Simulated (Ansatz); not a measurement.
`[NH2][Ge][O][SiH3]` → `[NH2][Ge][OH]` + `[SiH2]`  (silylene loss)

Program: Ansatz. Geometries: PBE0-D4/def2-TZVP. ΔE: electronic, gas phase. CBS: MP2 limit from def2 TZ/QZ plus the TZ coupled-cluster correction, frozen cores. This one scheme is used for every species. Functionals use def2-TZVPP. HSE06 is defined as in plane-wave codes. For Ge outer-core shells are correlated without core-valence functions, which leaves a few kJ/mol of doubt a bond. Scalar relativity is left out up to krypton. Each species was taken in one conformer, which may not be the lowest.

Problem. Is it downhill or uphill in electronic energy at CCSD(T)/CBS, and by how much? (Best estimate.)

Solution. The calculation gave: Uphill: ΔE = +342.0 kJ/mol.

Problem. What do these levels give: r2SCAN-D4, r2SCANh-D4, HSE06-D4, ωB97M-V, MP2/def2-SVP, CCSD(T)/def2-SVP? (Best estimate.)

Solution. Ansatz gave: r2SCAN-D4 359.6, r2SCANh-D4 361.0, HSE06-D4 344.2, ωB97M-V 335.3, MP2/def2-SVP 349.1, CCSD(T)/def2-SVP 326.1 kJ/mol.

Problem. What do rigid-rotor, harmonic-oscillator terms from PBE0-D4/def2-TZVP frequencies (298.15 K, 1 bar) make of the CCSD(T)/CBS value? (Best estimate.)

Solution. Ansatz gave: ΔZPE = -12.0 kJ/mol, ΔH = +334.0 kJ/mol, ΔS = 143 J/(mol·K), ΔG = +291.3 kJ/mol.

Largest T1 diagnostic among the species: 0.014.

Leaving LDA and LC-ωPBE aside and taking each functional with its dispersion term where it has one, the values, not all of them listed here, spread over 37.8 kJ/mol, from BLYP-D4 to r2SCAN0-D4. LDA lies +33.8 kJ/mol from PBE without D4. From BLYP to BHLYP (50 % exact exchange), in def2-TZVPP and without D4, ΔE moves by +34.8 kJ/mol.
